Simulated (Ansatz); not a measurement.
Harmonic frequencies (cm⁻¹) at PBE0-D4/def2-TZVP from Ansatz: 52, 200, 227, 366, 373, 494, 546, 653, 712, 746, 876, 935, 1101, 1182, 1232, 1382, 1427, 1606, 1799, 2440, 3098, 3173, 3590, 3732.

Each molecule was computed in one conformer, which needn't be the lowest.

Which molecule is it?
A. `NC(=O)C[SeH]`
B. `NC1(F)C=C1`
C. `[BH2][SnH2][BH]F`
D. `C1[SiH2][SiH2]1`

A.
